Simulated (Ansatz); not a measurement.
The molecule LiBe+, closed-shell singlet (lowest of 2S+1 = 1, 3 at CCSD(T)/def2-TZVPP on PBE0 minima; our sources give no spin for the ground state, which may be another).

Constants: fifth-degree fit in 1/R to seven points, most abundant isotopes. In def2 and cc sets the state is the lowest found near the PBE0 minimum, followed along R. The singlet is held restricted. HF and MP2 rows in def2 and cc sets belong to the determinant that coupled cluster picked by its CCSD energy.

Cores are frozen in the correlated methods.

Programs: Ansatz (an electronic-structure program) with Gaussian orbitals. Values without a source in brackets are computed.

Energies at MP2/aug-cc-pV5Z:

| R (Å) | E (hartree) |
|---|---|
| 2.418957 | -21.86104493 |
| 2.483982 | -21.86189871 |
| 2.543806 | -21.86236032 |
| 2.611433 | -21.86257396 |
| 2.679059 | -21.86252050 |
| 2.757090 | -21.86219544 |
| 2.848126 | -21.86154439 |

Problem. With a reduced mass of 3.9449 u, find the minimum, the force constant and the constants.

Solution. A fifth-degree polynomial in 1/R puts the minimum at r_e = 2.6299 Å with force constant 23.9 N/m. Then ω_e = (1/2πc)√(k/μ) = 321 cm⁻¹ and B_e = h/(8π²cμr_e²) = 0.6179 cm⁻¹; the cubic and quartic terms give α_e = 0.013 and ω_e x_e = 4.9 cm⁻¹.

Doubts at one or more of the structures used: a restricted determinant that unrestricted orbitals would lower (MP2/aug-cc-pV5Z).
